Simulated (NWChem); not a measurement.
# C$_{4}$H$_{2}$ClF; SMILES C#C/C(F)=C\Cl

```xyz
8

C      1.9930    -1.5360     0.0000
C      0.8497    -1.1326     0.0000
C     -0.4959    -0.6781     0.0000
F     -1.4245    -1.6375     0.0000
C     -0.9060     0.6009     0.0000
Cl     0.1664     1.9295     0.0000
H      3.0085    -1.8889     0.0000
H     -1.9719     0.8365     0.0000
```
Atoms are numbered in this order, from 1.

The geometry was optimised at PBE0/def2-SVP.

Problem. Give the principal values of the shielding tensors (ppm) of C1, C2, C3, F4, C5 from BHandHLYP/pcSseg-1, GIAO (NWChem), with their diamagnetic and paramagnetic parts as GIAO splits them.

Solution. 
```tsv
atom	σ11	σ22	σ33	isotropic	diamagnetic	paramagnetic
C1	21.3	38.3	192.2	83.9	257.9	-174.0
C2	12.5	16.8	310.6	113.3	258.1	-144.8
C3	-73.9	79.8	83.0	29.6	245.3	-215.7
F4	257.0	323.8	355.3	312.0	475.9	-163.8
C5	-49.3	79.3	130.0	53.3	256.7	-203.3
```
